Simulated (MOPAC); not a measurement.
MOPAC input (MNDO):

```
MNDO 1SCF CHARGE=-1 GEO-OK AUX(PRECISION=9) THREADS=1
CH6BO2Si

C    -2.03486300 1    0.04237300 1    0.31563000 1
Si   -0.60133000 1   -1.03539600 1    0.05072100 1
B     0.86235000 1    0.38553800 1   -0.12279600 1
O     2.17261800 1    0.33137800 1   -0.59077000 1
O     0.39833200 1    1.57990000 1    0.31838800 1
H    -2.40106000 1    0.54849600 1   -0.58467800 1
H    -2.87373500 1   -0.36718100 1    0.88315600 1
H    -0.44530300 1   -2.08499600 1   -1.05689500 1
H    -0.32404200 1   -1.88621300 1    1.26583100 1
H     2.35843600 1   -0.56168000 1   -0.89145200 1
H    -0.56583800 1    1.37495900 1    0.57319500 1
```

Output:

```
 *******************************************************************************
 **                                                                           **
 **                              MOPAC v23.2.5                                **
 **                                                                           **
 *******************************************************************************
 ** MOPAC's Digital Object Identifier: https://doi.org/10.5281/zenodo.6511958 **
 **                                                                           **
 ** Please cite the open-source release paper for use of this MOPAC version:  **
 ** J. E. Moussa and J. J. P. Stewart (2026)                                  **
 ** MOPAC: An open-source semiempirical molecular orbital program             **
 ** J. Open Source Softw., 11(119), 8025, https://doi.org/10.21105/joss.08025 **
 *******************************************************************************

                              MNDO CALCULATION RESULTS

 *******************************************************************************
 *  MNDO       - The MNDO Hamiltonian to be used
 *  GEO-OK     - OVERRIDE INTERATOMIC DISTANCE AND OTHER SAFETY CHECKS
 *
 *
 *
 *                 CHARGE ON SYSTEM = -1
 *
 *
 *
 *  1SCF       - DO 1 SCF AND THEN STOP
 *  AUX        - OUTPUT AUXILIARY INFORMATION
 *******************************************************************************
MNDO 1SCF CHARGE=-1 GEO-OK AUX(PRECISION=9) THREADS=1
 CH6BO2Si

   ATOM   CHEMICAL          X               Y               Z
  NUMBER   SYMBOL      (ANGSTROMS)     (ANGSTROMS)     (ANGSTROMS)

     1       C         -2.03486300  *   0.04237300  *   0.31563000  *
     2      Si         -0.60133000  *  -1.03539600  *   0.05072100  *
     3       B          0.86235000  *   0.38553800  *  -0.12279600  *
     4       O          2.17261800  *   0.33137800  *  -0.59077000  *
     5       O          0.39833200  *   1.57990000  *   0.31838800  *
     6       H         -2.40106000  *   0.54849600  *  -0.58467800  *
     7       H         -2.87373500  *  -0.36718100  *   0.88315600  *
     8       H         -0.44530300  *  -2.08499600  *  -1.05689500  *
     9       H         -0.32404200  *  -1.88621300  *   1.26583100  *
    10       H          2.35843600  *  -0.56168000  *  -0.89145200  *
    11       H         -0.56583800  *   1.37495900  *   0.57319500  *

          CARTESIAN COORDINATES

    NO.       ATOM           X           Y           Z

     1         C         -2.0349      0.0424      0.3156
     2        Si         -0.6013     -1.0354      0.0507
     3         B          0.8624      0.3855     -0.1228
     4         O          2.1726      0.3314     -0.5908
     5         O          0.3983      1.5799      0.3184
     6         H         -2.4011      0.5485     -0.5847
     7         H         -2.8737     -0.3672      0.8832
     8         H         -0.4453     -2.0850     -1.0569
     9         H         -0.3240     -1.8862      1.2658
    10         H          2.3584     -0.5617     -0.8915
    11         H         -0.5658      1.3750      0.5732

  H: (MNDO): M.J.S. DEWAR, W. THIEL, J. AM. CHEM. SOC., 99, 4899, (1977)
  B: (MNDO): M.J.S. DEWAR, M.L. MCKEE, J. AM. CHEM. SOC., 99, 5231, (1977)
  C: (MNDO): M.J.S. DEWAR, W. THIEL, J. AM. CHEM. SOC., 99, 4899, (1977)
  O: (MNDO): M.J.S. DEWAR, W. THIEL, J. AM. CHEM. SOC., 99, 4899, (1977)
 Si: (MNDO): M.J.S.DEWAR, ET. AL. ORGANOMETALLICS  5, 375 (1986)

           Empirical Formula: C H6 O2 Si B  =    11 atoms

      MOLECULAR POINT GROUP   :   C1

      RHF CALCULATION, NO. OF DOUBLY OCCUPIED LEVELS = 15

 -------------------------------------------------------------------------------
 MNDO 1SCF CHARGE=-1 GEO-OK AUX(PRECISION=9) THREADS=1
 CH6BO2Si

     1SCF WAS SPECIFIED, SO BFGS WAS NOT USED
     SCF FIELD WAS ACHIEVED

                              MNDO CALCULATION
                                                       MOPAC v23.2.5 Linux

          FINAL HEAT OF FORMATION =       -117.02272 KCAL/MOL =    -489.62308 KJ/MOL

          COSMO AREA              =        128.32 SQUARE ANGSTROMS
          COSMO VOLUME            =        119.11 CUBIC ANGSTROMS

          IONIZATION POTENTIAL    =          1.542902 EV
          HOMO LUMO ENERGIES (EV) =         -1.543  6.262
          NO. OF FILLED LEVELS    =         15
          MOLECULAR WEIGHT        =         88.9527         POINT GROUP:  C1

          MOLECULAR DIMENSIONS (Angstroms)

            Atom       Atom       Distance
            H    10    H     7     5.52835
            O     5    H     8     3.99782
            H     6    H     9     3.16293

          SCF CALCULATIONS        =          1

   ATOM   CHEMICAL          X               Y               Z
  NUMBER   SYMBOL      (ANGSTROMS)     (ANGSTROMS)     (ANGSTROMS)

     1       C         -2.03486300  *   0.04237300  *   0.31563000  *
     2      Si         -0.60133000  *  -1.03539600  *   0.05072100  *
     3       B          0.86235000  *   0.38553800  *  -0.12279600  *
     4       O          2.17261800  *   0.33137800  *  -0.59077000  *
     5       O          0.39833200  *   1.57990000  *   0.31838800  *
     6       H         -2.40106000  *   0.54849600  *  -0.58467800  *
     7       H         -2.87373500  *  -0.36718100  *   0.88315600  *
     8       H         -0.44530300  *  -2.08499600  *  -1.05689500  *
     9       H         -0.32404200  *  -1.88621300  *   1.26583100  *
    10       H          2.35843600  *  -0.56168000  *  -0.89145200  *
    11       H         -0.56583800  *   1.37495900  *   0.57319500  *

                             CARTESIAN COORDINATES

   1    C       -2.034863000     0.042373000     0.315630000
   2   Si       -0.601330000    -1.035396000     0.050721000
   3    B        0.862350000     0.385538000    -0.122796000
   4    O        2.172618000     0.331378000    -0.590770000
   5    O        0.398332000     1.579900000     0.318388000
   6    H       -2.401060000     0.548496000    -0.584678000
   7    H       -2.873735000    -0.367181000     0.883156000
   8    H       -0.445303000    -2.084996000    -1.056895000
   9    H       -0.324042000    -1.886213000     1.265831000
  10    H        2.358436000    -0.561680000    -0.891452000
  11    H       -0.565838000     1.374959000     0.573195000

           Empirical Formula: C H6 O2 Si B  =    11 atoms

      MOLECULAR POINT GROUP   :   C1

                  EIGENVALUES
 -37.02529 -35.74791 -22.73515 -16.36564 -13.92808 -12.28734 -10.66702 -10.47249
  -9.83442  -7.49529  -7.33465  -6.53032  -5.72578  -4.98448  -1.54290   6.26210
   6.45518   7.09688   7.48264   8.90875   9.40935  10.28480  11.22105  12.03402
  12.17057  12.27602

              NET ATOMIC CHARGES AND DIPOLE CONTRIBUTIONS

  ATOM NO.   TYPE          CHARGE      No. of ELECS.   s-Pop       p-Pop
    1          C          -0.923329        4.9233     1.32594     3.59739
    2         Si           1.385922        2.6141     1.03963     1.57445
    3          B          -0.373285        3.3733     1.37202     2.00126
    4          O          -0.279666        6.2797     1.78364     4.49603
    5          O          -0.277403        6.2774     1.79140     4.48601
    6          H          -0.045781        1.0458     1.04578
    7          H          -0.037710        1.0377     1.03771
    8          H          -0.437676        1.4377     1.43768
    9          H          -0.418394        1.4184     1.41839
   10          H           0.161375        0.8386     0.83862
   11          H           0.245946        0.7541     0.75405
 DIPOLE           X         Y         Z       TOTAL
 POINT-CHG.     4.083    -0.842    -0.855     4.256
 HYBRID        -0.261    -0.581    -0.523     0.824
 SUM            3.822    -1.423    -1.378     4.304

          ATOMIC ORBITAL ELECTRON POPULATIONS

     Atom    s        px        py        pz
    1  C   1.32594   1.06920   1.37762   1.15058
    2 Si   1.03963   0.62689   0.50419   0.44337
    3  B   1.37202   0.70772   0.82900   0.46454
    4  O   1.78364   1.46026   1.30938   1.72638
    5  O   1.79140   1.30705   1.49935   1.67960
    6  H   1.04578
    7  H   1.03771
    8  H   1.43768
    9  H   1.41839
   10  H   0.83862
   11  H   0.75405

 **********************
 *                    *
 * JOB ENDED NORMALLY *
 *                    *
 **********************

 == MOPAC DONE ==
```

The dipole moment of an ion depends on the origin.

The geometry given is a B3LYP-D3(BJ)/def2-TZVP minimum.
